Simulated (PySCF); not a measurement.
**Partial charges of `ClB(Cl)[C@@H]1CBCCC1`**

C5H10B2Cl2.
Z-matrix (Å and degrees, PBE0-D3(BJ)/def2-SVP geometry), rows numbered from 1:
```
Cl
B   1  1.7621
Cl  2  1.7541  1  117.42
C   2  1.5665  1  120.99  3   177.24
C   4  1.5331  2  112.33  1    21.18
B   5  1.5699  4  113.25  2   -72.63
C   6  1.5662  5  118.76  4   -31.50
C   7  1.5297  6  116.39  5    24.75
C   8  1.5273  7  113.09  6   -35.22
H   4  1.1048  2  106.88  1   143.38
H   5  1.1013  4  112.47  2    56.78
H   5  1.1120  4  109.37  2   172.81
H   6  1.2135  5  120.54  4   158.50
H   7  1.1016  6  113.25  5   156.94
H   7  1.1149  6  100.00  5   -93.14
H   8  1.1025  7  111.11  6  -158.71
H   8  1.1049  7  108.72  6    86.02
H   9  1.1052  4  107.92  2  -176.79
H   9  1.1019  4  109.82  2   -61.36
```

Density: PBE0/pcSseg-1 (PySCF); schemes: Mulliken, IAO, Hirshfeld and ESP-fitted. Geometry: PBE0-D3(BJ)/def2-SVP, one conformer, isolated molecule.

Q: Atoms with like bonding are taken together and averaged. At which atom do the 4 schemes differ most?

A: At C4: from -0.417 (Mulliken) to +0.433 e (ESP-fitted), 0.850 e apart.

Q: Which atoms carry the lowest charge in the Mulliken, IAO, Hirshfeld and ESP-fitted schemes?

A: The schemes don't all agree: Mulliken C7 (-0.436); IAO C7 (-0.404); Hirshfeld C5 (-0.148); ESP-fitted C5 (-0.573).

Q: Do the Mulliken, IAO, Hirshfeld and ESP-fitted schemes agree on where the charge is highest?

A: The schemes don't all agree: Mulliken B2 (+0.486); IAO B2 (+0.172); Hirshfeld B2 (+0.186); ESP-fitted B6 (+0.498).

Q: What partial charge does each atom carry?

A: In e; atoms taken as equivalent share a row and are averaged (×n: the atom named and its like, n in all):

```csv
atom,environment,Mulliken,IAO,Hirshfeld,ESP-fitted
Cl1/Cl3,chlorine bonded to B,-0.181,-0.047,-0.043,-0.106
B2,three-coordinate boron,+0.486,+0.172,+0.186,+0.095
C4,sp3 carbon bound to boron,-0.417,-0.253,-0.105,+0.433
C5,sp3 carbon bound to boron,-0.376,-0.396,-0.148,-0.573
B6,three-coordinate boron,+0.314,+0.169,+0.147,+0.498
C7,sp3 carbon bound to boron,-0.436,-0.404,-0.143,-0.515
C8,ring CH2 carbon,-0.227,-0.246,-0.070,+0.292
C9,ring CH2 carbon,-0.200,-0.238,-0.062,-0.376
H10,methine hydrogen,+0.147,+0.153,+0.038,-0.050
H11,methylene hydrogen,+0.140,+0.144,+0.034,+0.116
H12,methylene hydrogen,+0.140,+0.159,+0.049,+0.127
H13,B–H hydrogen,+0.006,+0.002,-0.067,-0.175
H14,methylene hydrogen,+0.142,+0.149,+0.041,+0.100
H15,methylene hydrogen,+0.138,+0.162,+0.050,+0.126
H16,methylene hydrogen,+0.122,+0.134,+0.038,-0.021
H17,methylene hydrogen,+0.132,+0.124,+0.024,-0.018
H18,methylene hydrogen,+0.121,+0.128,+0.038,+0.095
H19,methylene hydrogen,+0.131,+0.136,+0.034,+0.057
```

Mean size of the charges over all atoms: Mulliken 0.212 e, ESP-fitted 0.204 e, IAO 0.172 e, Hirshfeld 0.072 e. Each set sums to the total charge, 0, to within 0.001 e. The IAO scheme projects the occupied orbitals on a minimal set of polarised atomic orbitals and counts the electrons in each atom's part of it.

Some averages cover members that differ in this geometry: Cl1/Cl3, Hirshfeld -0.061 to -0.025 e.

Q: How closely do the schemes follow one another over all atoms?

A: Correlation coefficient and root-mean-square difference: Mulliken with Hirshfeld 0.96, 0.166 e; Mulliken with IAO 0.92, 0.099 e; IAO with Hirshfeld 0.88, 0.129 e; Hirshfeld with ESP-fitted 0.57, 0.232 e; IAO with ESP-fitted 0.52, 0.238 e; Mulliken with ESP-fitted 0.46, 0.270 e.

Q: Sum the charges by element.

A: 
| element | atoms | Mulliken | IAO | Hirshfeld | ESP-fitted |
| --- | --- | --- | --- | --- | --- |
| Cl | 2 | -0.362 | -0.094 | -0.086 | -0.211 |
| B | 2 | +0.800 | +0.340 | +0.333 | +0.593 |
| C | 5 | -1.656 | -1.537 | -0.528 | -0.738 |
| H | 10 | +1.218 | +1.290 | +0.280 | +0.356 |
